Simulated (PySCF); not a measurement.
# WOF₄ at several levels of theory

All levels use the PBE0 minimum (singlet; W–F 1.853 Å (×4), W–O 1.670 Å; F–W–F 86.1° (×4), F–W–F 149.9° (×2), F–W–O 105.1° (×4)), basis [W def2-SVP with ECP60, O def2-SVP, F def2-SVP], scalar-relativistic core potentials, density fitting, no spin–orbit coupling, PySCF. For vertical energies the ionised species is a doublet (spins chosen at PBE0 and kept) and the electron-attached one a doublet. Atomisation goes to high-spin ground-configuration atoms, without zero-point energy. Open shells are unrestricted, also as the reference of the correlated levels. A dash marks a value that was not computed or is not defined at that level.

```tsv
level	atomisation (kJ/mol)	vertical IP (eV)	vertical EA (eV)	−ε(HOMO) (eV)	gap (eV)	dipole (D)
PBE0	2833	13.99	1.73	11.72	7.53	0.36
HF	?	?	?	?	?	?
MP2	–	?	?	–	–	–
PBE	3109	13.39	0.98	9.77	5.03	0.43
r2SCAN	–	13.72	–	10.35	5.45	0.40
```

Task: Fill in the row of MP2.

Result: vertical IP (eV) 14.87, vertical EA (eV) 0.90.

Task: Fill in the row of HF.

Result: atomisation (kJ/mol) 1663, vertical IP (eV) 13.49, vertical EA (eV) 2.66, −ε(HOMO) (eV) 16.37, gap (eV) 15.59, dipole (D) 0.39.

Without diffuse functions attachment energies tend to come out too low.

No spin–orbit coupling is included, which matters more the heavier the element.
